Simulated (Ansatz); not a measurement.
Cost and result for the atomization energy of C4H9B (`BC=C(C)C`) (14 atoms, 13 bonds).

| atom | x (Å) | y (Å) | z (Å) |
| --- | --- | --- | --- |
| B1 | -0.752 | 0.476 | -2.097 |
| C2 | -0.979 | 0.225 | -0.613 |
| C3 | -0.030 | -0.055 | 0.312 |
| C4 | 1.428 | -0.164 | 0.017 |
| C5 | -0.386 | -0.281 | 1.744 |
| H6 | -1.684 | 0.713 | -2.812 |
| H7 | 0.337 | 0.446 | -2.594 |
| H8 | -1.997 | 0.268 | -0.227 |
| H9 | 1.793 | -1.157 | 0.301 |
| H10 | 1.988 | 0.552 | 0.628 |
| H11 | 1.658 | 0.009 | -1.031 |
| H12 | 0.136 | 0.437 | 2.386 |
| H13 | -0.055 | -1.274 | 2.068 |
| H14 | -1.458 | -0.194 | 1.918 |

The species carries charge 0 and has multiplicity 1. The geometry is a stationary point of PBE0-D4/def2-TZVP. Program: Ansatz. All runs use 4 threads of an Arm Neoverse V2 on a shared host. Times are those of one run each, without the atoms' runs, and a repeat can differ threefold. Electronic energies, without spin–orbit coupling; frozen cores. CCSD(T)/CBS adds CCSD(T) − MP2 in def2-TZVPP to the MP2 limit, and its time is that of the two runs behind it. T1 = 0.011. B3LYP takes the VWN-RPA correlation (the form of Gaussian; ORCA's B3LYP/G). HSE06 is the plane-wave form, built on full-range PBE exchange.

CCSD(T)/CBS is a level of theory with its own doubt, some kJ/mol a heavy atom from the limit and from the frozen cores, so smaller differences don't rank the functionals.

| level | functions | atomization (kcal/mol) | difference from CCSD(T)/CBS | per bond |
| --- | --- | --- | --- | --- |
| r2SCANh-D4/def2-TZVPP | 281 | 1337.4 | 5.4 | 0.4 |
| CCSD(T)/def2-TZVPP | 281 | 1305.4 | -26.6 | -2.0 |
| HSE06-D4/def2-TZVPP | 281 | 1348.1 | 16.1 | 1.2 |
| MP2/def2-QZVPP | 555 | 1336.1 | 4.1 | 0.3 |
| revPBE-D4/def2-TZVPP | 281 | 1334.7 | 2.7 | 0.2 |
| PBE-QIDH/def2-TZVPP | 281 | 1336.3 | 4.3 | 0.3 |
| B3LYP-D4/def2-TZVPP (with forces) | 281 | 1341.3 | 9.3 | 0.7 |
| CCSD(T)/def2-SVP | 115 | 1286.3 | -45.7 | -3.5 |
| CCSD(T)/CBS(def2) | – | 1332.0 | 0.0 | 0.0 |
| ωB97M-V/def2-TZVPP (with forces) | 281 | 1339.8 | 7.8 | 0.6 |
| B97M-V/def2-TZVPP | 281 | 1342.3 | 10.3 | 0.8 |
| PBE0-D4/def2-TZVPP | 281 | 1347.3 | 15.3 | 1.2 |
| LDA (SPW92)/def2-TZVPP | 281 | 1509.9 | 177.9 | 13.7 |

Question: Order the runs by time, with rough figures. (Estimate.)

Answer: Ansatz gave: LDA (SPW92)/def2-TZVPP 1.4 s; revPBE-D4/def2-TZVPP 2.4 s; PBE0-D4/def2-TZVPP 3 s; HSE06-D4/def2-TZVPP 3.1 s; B3LYP-D4/def2-TZVPP (with forces) 5.5 s; r2SCANh-D4/def2-TZVPP 5.5 s; PBE-QIDH/def2-TZVPP 7 s; CCSD(T)/def2-SVP 7 s; B97M-V/def2-TZVPP 11 s; ωB97M-V/def2-TZVPP (with forces) 12 s; MP2/def2-QZVPP 33 s; CCSD(T)/def2-TZVPP 3.6 min; CCSD(T)/CBS(def2) 4.1 min.

Leaving LDA and LC-ωPBE aside and taking each functional with its dispersion term where it has one, the values, not all of them listed here, spread over 49.3 kcal/mol, from BHLYP-D4 to PBE-D4. LDA lies +153.5 kcal/mol from PBE without D4, its usual overbinding. In def2-TZVPP, CCSD(T) changes the Hartree–Fock value by +279.4 kcal/mol (the triples alone add +16.1 kcal/mol) and MP2 by +294.5 kcal/mol; breaking electron pairs costs correlation energy, which Hartree–Fock lacks. The D4 term adds +9.5 kcal/mol with B3LYP and +5.0 kcal/mol with PBE0; it sums over pairs of atoms, weighted by their polarisabilities, and B3LYP, whose exchange is more repulsive, gets the larger term.
